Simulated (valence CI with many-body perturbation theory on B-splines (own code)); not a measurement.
Results of a calculation; reference values are marked as such.
## Run record, Ir³⁷⁺

The program does CI of the valence electrons with many-body perturbation theory for a frozen closed Dirac-Fock core.

Command, and the settings that its task file holds:

```sh
python run_cv.py task.json out
```

```
atom Ir  Z=77  mass_number=193  rms_radius_fm=5.4032
core [Kr]
valence 4d5
avg = 1
basis = S
breit = 1
cap = 10000
capref = 1200
cscale = 1
de = 0.0
dress = 0
eps = 2e-08
extrap = 1
h = 0.27
hh = 1
l2 = 3
lcore = 6
maxit = 60
n2 = 5
natural = 1
nlev = 20
nno = [3, 3, 3, 3, 1]
nroot = 26
nsp = [3, 3, 2, 2, 0]
pt2 = 1
qed = 1
rpa = 1
s1 = 1
s2 = 1
s3 = 1
screen = 1
tol = 2e-05
whole = 1
```

(1) What became of the run, and why?

## Answers

(1) It gave no result: the electrons of core and valence do not add up to the charge. The program said: "core and valence hold 41 electrons, the ion has 40".
